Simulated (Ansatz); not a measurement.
Wavefunction ladder for CH4ClGeI, SMILES `[CH3][GeH]([Cl])[I]`

Cartesian coordinates in Å:
```
C -1.094 -0.154 -0.125
Ge 0.830 -0.085 0.070
Cl 1.660 0.741 -1.738
I 1.437 1.427 1.980
H -1.475 0.853 -0.292
H -1.347 -0.786 -0.977
H -1.538 -0.564 0.783
H 1.527 -1.431 0.298
```

The species carries charge 0 and has multiplicity 1. Correlated methods include outer-core shells of Ge, I, which these sets cover unevenly. Scalar relativity is left out up to krypton. I takes the def2 core potential. All single points use the PBE0-D4/def2-TZVP geometry. Frozen core, restricted reference, Ansatz.

| basis | HF (Eh) | MP2 corr. |
| --- | --- | --- |
| def2-SVP | -2871.37557 | -0.62259 |
| def2-TZVPP | -2871.85492 | -1.11628 |
| def2-QZVPP | -2871.91258 | -1.58194 |

(1) Estimate the CCSD correlation energy and the (T) correction in each basis where they were run (hartree).

Results:

(1) 
| basis | CCSD corr. | (T) |
| --- | --- | --- |
| def2-SVP | -0.65580 | -0.01748 |
| def2-TZVPP | -1.11659 | -0.03640 |
